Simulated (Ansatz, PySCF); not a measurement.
System: Se₂I (charge 0, doublet). It need not be the lowest isomer of its formula. SMILES: I[Se][Se]
Structure (B3LYP-D3(BJ)/def2-TZVP (Ansatz, a first-principles code) minimum search):
```xyz
3

Se    -2.0233    -0.9611    -0.2514
Se     0.0813    -1.0079     0.4228
I      1.2458     1.2631    -0.1100
```
Charge 0, spin multiplicity 2.

Property: atomisation energy (electronic, to ground-state atoms), in kcal/mol. Correlated levels leave the core frozen unless marked. Open shells are spin-unrestricted. Spin-orbit coupling is left out. Frozen are the shells of the preceding noble gas and the d and f shells that filled before the atom's block. Past Kr the def2 sets carry scalar-relativistic core potentials. STO-3G rows are all-electron and non-relativistic. The coupled-cluster limit lacks core correlation, which all-electron functionals hold. Basis-set limits of correlation are two-point, X^-3; Hartree-Fock from the larger set. [CCSD(T)-MP2]/basis is that difference in the basis named.

| level | program | atomisation energy (kcal/mol) |
|---|---|---|
| HF-D3(BJ)/def2-TZVPD | PySCF + dftd3 | 60.8 |
| HF-D4/def2-TZVPD | PySCF + dftd4 | 47.7 |
| SVWN5/def2-TZVPD | Ansatz | 163.5 |
| PBE/def2-TZVPD | Ansatz | 132.5 |
| BLYP-D3(BJ)/def2-TZVPD | Ansatz + dftd3 | 128.2 |
| revPBE-D3(BJ)/def2-TZVPD | Ansatz + dftd3 | 127.0 |
| revPBE/def2-TZVPD | Ansatz | 121.5 |
| r2SCAN-D3(BJ)/def2-TZVPD | Ansatz + dftd3 | 124.8 |
| PBE0/def2-TZVPD | Ansatz | 118.4 |
| TPSSh-D3(BJ)/def2-TZVPD | PySCF + dftd3 | 124.9 |
| r2SCANh/def2-TZVPD | Ansatz | 119.2 |
| HSE06-D3(BJ)/def2-TZVPD | Ansatz + dftd3 | 121.5 |
| CAM-B3LYP-D3(BJ)/def2-TZVPD | Ansatz + dftd3 | 109.2 |
| B2GP-PLYP-D4/def2-TZVPD | Ansatz + dftd4 | 109.1 |
| B2GP-PLYP/def2-TZVPD | Ansatz | 107.8 |
| B2PLYP-D3(BJ)/def2-TZVPD | Ansatz + dftd3 | 114.2 |
| B2PLYP/def2-TZVPD | Ansatz | 110.9 |
| RPA@PBE/def2-TZVPP | Ansatz | 90.9 |
| RI-MP2/def2-QZVPP | Ansatz | 110.6 |
| CCSD/STO-3G | Ansatz | 98.8 |
| RI-MP2/CBS(def2-TZVPP,def2-QZVPP)+[CCSD(T)-MP2]/def2-TZVPP | Ansatz | 113.0 |
